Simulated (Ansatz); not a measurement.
Al2H4ClO4, doublet: at the start structure of a reaction step.

The input file, in.yaml:

```yaml
crystal:
  periodic: [false, false, false]
  atoms:
    - {symbol: Al, position_ang: [0.255424, -0.071005, 0.840766]}
    - {symbol: O, position_ang: [1.231434, -0.060036, -0.539911]}
    - {symbol: Al, position_ang: [-0.052419, -0.217625, -1.740994]}
    - {symbol: O, position_ang: [-1.237500, -0.079304, -0.119271]}
    - {symbol: O, position_ang: [-0.539679, -1.774752, -2.295286]}
    - {symbol: Cl, position_ang: [0.297461, -1.008985, 2.722358]}
    - {symbol: H, position_ang: [1.196820, 2.105107, 0.733189]}
    - {symbol: O, position_ang: [0.563017, 1.757773, 1.379008]}
    - {symbol: H, position_ang: [-2.027333, -0.612968, -0.023024]}
    - {symbol: H, position_ang: [-0.565492, -1.970726, -3.230259]}
    - {symbol: H, position_ang: [0.878166, 1.932618, 2.273423]}
basis:
  gaussian: {orbitals: STO-3G}
magnetization: {spin_polarized: true, initial_magnetization: 1}
hamiltonian: {xc: hf}
```

Run by:

```bash
ansatz run in.yaml --threads 4 --pin off --events-out ev --progress --plain --max-ram 66560MiB --backend cpu
```

Output of Ansatz 0.2.0:

```
Functional definition: HF
  name "HF"
  cite "Fock, Z. Phys. 61, 126 (1930) doi:10.1007/BF01340294"
  parent pbe
  exchange = exact_x
  correlation = 0
645 factors; integrals over basis functions are off by at most 5.0e-5 eV
mean field evaluation 1: about -33477.8946 eV, gradient 2.9e1 eV
mean field evaluation 2: about -33478.0213 eV, gradient 2.9e1 eV
mean field evaluation 4: about -33484.5173 eV, gradient 2.6e0 eV
mean field evaluation 8: about -33484.6138 eV, gradient 7.3e-4 eV
mean field -33484.60982327 eV, -1230.5367143214 hartree, gradient 8.5e-5 eV, S^2 0.754570; 0 other end points of the search recorded, 0 dependent functions left out
reference -33484.60982327 eV, -1230.5367143214 hartree; 40, 39 occupied and 11, 12 virtual orbitals, 645 factors
Total energy: -33484.60982327 eV, -1230.5367143214 hartree
```

Time: 1 s of wall clock on 4 CPU threads of an AMD EPYC 7R13; the host was shared. Peak host memory: 0.7 GiB.
